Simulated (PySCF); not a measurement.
## Structure and isotropic susceptibility

Computed, not measured: GIAO wB97X-D/pcSseg-1 magnetisability, rotational g tensor and spin-rotation constants, non-relativistic, gas phase in PySCF. Geometry: GFN2-xTB.

Each molecule in one low-energy conformer.

The calculation is non-relativistic, which matters for the atoms heavier than Zn.

Task: How does the isotropic susceptibility change along this series?
- CC#[N+][GaH2-][CH2]Cl (H on Ga replaced by CH2Cl)
- CC#[N+][GaH2-][CH2][SiH3] (H on Ga replaced by CH2SiH3)
- C=[N][GaH2-][N+]#CC (H on Ga replaced by N=CH2)
- CC#[N+][GaH2-][CH3] (H on Ga replaced by CH3)

Result: 
```tsv
molecule	χ, cgs (10⁻⁶ cm³/mol)	magnetisability anisotropy (10⁻³⁰ J/T²)
CC#[N+][GaH2-][CH2]Cl	-85.3	330
CC#[N+][GaH2-][CH2][SiH3]	-87.7	223
C=[N][GaH2-][N+]#CC	-59.8	315
CC#[N+][GaH2-][CH3]	-71.2	241
```
The isotropic susceptibility is lowest for CC#[N+][GaH2-][CH2][SiH3] and highest for C=[N][GaH2-][N+]#CC.
